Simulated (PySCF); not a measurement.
Job file and geometry (Å, from GFN2-xTB) of an NMR shielding run on `[SiH2](N)B(N)[SiH3]`, BH$_{9}$N$_{2}$Si$_{2}$, GIAO PBE0/pcSseg-1 NMR shielding, non-relativistic, gas phase in PySCF 2.14.0, density-fitted response routines; density fitting, a coarse starting grid and PySCF grid level 2 are the driver's defaults:

```
$ OMP_NUM_THREADS=1 python probes_run.py task.json out

{"job": {"kind": "nmr", "xc": "PBE0", "basis": "pcSseg-1"}, "charge": 0, "multiplicity": 1}
N     -1.846771    -1.380836    -0.073658
Si    -1.484037     0.264729     0.334271
B      0.469442     0.501067     0.287347
N      1.033417     1.375373     1.201592
Si     1.677791    -0.397796    -0.983119
H     -1.355982    -1.798723    -0.847518
H     -2.811019    -1.670976    -0.096348
H     -2.150394     0.415521     1.646377
H     -2.222497     1.239135    -0.518550
H      0.510383     1.884209     1.898297
H      2.020881     1.576906     1.260876
H      1.411875    -0.072490    -2.398059
H      1.639028    -1.870851    -0.934059
H      3.107203    -0.065740    -0.799617
```

**Question.** What does the program print?

**Answer.** 
```
coarse grid: 12040 points
cycle   1  E = -718.2688787666  dE =  2.203e-01  |g| = 4.918e-01  |ddm| = 3.260e+00
cycle   2  E = -718.2369683305  dE =  3.191e-02  |g| = 6.317e-01  |ddm| = 1.093e+00
cycle   3  E = -718.3233151128  dE = -8.635e-02  |g| = 6.289e-02  |ddm| = 6.799e-01
cycle   4  E = -718.3242065048  dE = -8.914e-04  |g| = 1.942e-02  |ddm| = 8.076e-02
cycle   5  E = -718.3243135421  dE = -1.070e-04  |g| = 5.955e-03  |ddm| = 2.797e-02
cycle   6  E = -718.3243232462  dE = -9.704e-06  |g| = 2.228e-03  |ddm| = 8.444e-03
final grid: 105392 points
cycle   7  E = -718.3441186426  dE = -1.667e-05  |g| = 7.150e-03  |ddm| = 1.972e-02
cycle   8  E = -718.3441089000  dE =  9.743e-06  |g| = 9.939e-03  |ddm| = 1.594e-02
cycle   9  E = -718.3441298034  dE = -2.090e-05  |g| = 4.899e-04  |ddm| = 9.011e-03
cycle  10  E = -718.3441298682  dE = -6.481e-08  |g| = 1.752e-04  |ddm| = 7.585e-04
cycle  11  E = -718.3441298774  dE = -9.121e-09  |g| = 3.102e-05  |ddm| = 2.509e-04
cycle  12  E = -718.3441298775  dE = -1.448e-10  |g| = 2.295e-05  |ddm| = 4.277e-05
converged SCF energy = -718.3441298775

GIAO shielding tensors (ppm)
atom      isotropic    diamagn.    paramagn.     s11        s22        s33       span
  0 N      269.885     316.373     -46.488    226.818    263.574    319.263     92.445
  1 Si     401.008     879.908    -478.900    351.308    364.890    486.827    135.519
  2 B       46.457     204.990    -158.533    -16.242     23.784    131.829    148.071
  3 N      111.349     315.649    -204.300     -9.643    133.639    210.052    219.695
  4 Si     460.374     881.198    -420.823    418.180    469.801    493.141     74.961
  5 H       32.051      32.318      -0.268     23.769     29.423     42.960     19.192
  6 H       31.937      29.048       2.889     23.694     27.872     44.245     20.551
  7 H       26.922      29.146      -2.224     23.703     25.738     31.326      7.623
  8 H       26.586      28.852      -2.266     23.045     25.225     31.489      8.444
  9 H       25.955      30.777      -4.821     21.379     24.248     32.240     10.861
 10 H       25.827      30.450      -4.623     21.381     24.200     31.900     10.519
 11 H       28.044      28.896      -0.852     24.915     26.440     32.777      7.861
 12 H       27.998      29.071      -1.073     24.597     27.043     32.355      7.759
 13 H       28.458      29.256      -0.798     25.227     26.518     33.628      8.401
```

Size and cost of the density-fitted run: 144 basis functions, 17 s wall time on 1 thread of an Arm Neoverse V2, shared host; peak memory 0.7 GiB.
